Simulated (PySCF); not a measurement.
**Be (beryllium, neutral) across methods**

[He] 2s1 2p1, high-spin 3P determinant (an excited configuration). Calculation: PySCF 2.14, in aug-cc-pVQZ; no relativity, point nucleus.

```json
{"method": "PBE0", "E (hartree)": "-14.5522", "mean ε 1s β (eV)": "-112.11", "mean ε 2s α (eV)": "-7.711", "mean ε 2p α (eV)": "-4.064", "Σ⟨r²⟩ (bohr²)": "18.44", "⟨S²⟩": "2.000"}
{"method": "PBE", "E (hartree)": "-14.5444", "mean ε 1s β (eV)": "-106.41", "mean ε 2s α (eV)": "-6.583", "mean ε 2p α (eV)": "-3.129", "Σ⟨r²⟩ (bohr²)": "18.71", "⟨S²⟩": "2.000"}
{"method": "BLYP", "E (hartree)": "-14.5699", "mean ε 1s β (eV)": "-106.78", "mean ε 2s α (eV)": "-6.296", "mean ε 2p α (eV)": "-2.918", "Σ⟨r²⟩ (bohr²)": "18.73", "⟨S²⟩": "2.000"}
{"method": "BHandHLYP", "E (hartree)": "-14.5731", "mean ε 1s β (eV)": "-118.09", "mean ε 2s α (eV)": "-8.559", "mean ε 2p α (eV)": "-4.799", "Σ⟨r²⟩ (bohr²)": "18.28", "⟨S²⟩": "2.000"}
{"method": "LDA", "E (hartree)": "-14.3583", "mean ε 1s β (eV)": "-105.18", "mean ε 2s α (eV)": "-6.565", "mean ε 2p α (eV)": "-3.071", "Σ⟨r²⟩ (bohr²)": "19.02", "⟨S²⟩": "2.000"}
{"method": "CAM-B3LYP", "E (hartree)": "-14.5586", "mean ε 1s β (eV)": "-113.26", "mean ε 2s α (eV)": "-8.927", "mean ε 2p α (eV)": "-5.187", "Σ⟨r²⟩ (bohr²)": "18.35", "⟨S²⟩": "2.000"}
{"method": "UHF", "E (hartree)": "-14.51362", "mean ε 1s β (eV)": "-128.53", "mean ε 2s α (eV)": "-10.782", "mean ε 2p α (eV)": "-6.690", "Σ⟨r²⟩ (bohr²)": "18.30", "⟨S²⟩": "2.000"}
{"method": "r2SCAN", "E (hartree)": "-14.5704", "mean ε 1s β (eV)": "-108.78", "mean ε 2s α (eV)": "-6.834", "mean ε 2p α (eV)": "-3.274", "Σ⟨r²⟩ (bohr²)": "18.39", "⟨S²⟩": "2.000"}
```
